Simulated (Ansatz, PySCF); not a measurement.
Approach curve of the dimer H6Si2 ··· CH4O (SMILES [SiH3][SiH3] and CO). Monomers: optimised at B3LYP-D3(BJ) (def2-TZVP), held rigid. Orientation: lowest of the rigid-body minima from ten starts at GFN2-xTB. The monomers approach along the line of their centres of mass (distance R); nothing else relaxes.

Methods: RHF/3-21G = restricted Hartree-Fock/3-21G, no counterpoise correction (PySCF); CCSD(T)/aug-cc-pVDZ = CCSD(T) on RHF/aug-cc-pVDZ, frozen core, counterpoise-corrected run with Ansatz (a program for electronic structure).

Interaction energies in kJ/mol:

```csv
R / Å,RHF/3-21G
3.01,-6.81
3.23,-18.77
3.39,-22.03
3.59,-22.25
3.77,-20.29
4.09,-14.72
4.36,-9.97
4.87,-3.95
5.56,-1.12
6.60,-0.35
7.85,-0.14
```

### Question
What does CCSD(T)/aug-cc-pVDZ give at the same points?

### Answer
3.01: 6.26; 3.23: -3.99; 3.39: -7.32; 3.59: -8.76; 3.77: -8.64; 4.09: -7.11; 4.36: -5.56; 4.87: -3.23; 5.56: -1.52; 6.60: -0.55; 7.85: -0.20 (kJ/mol).
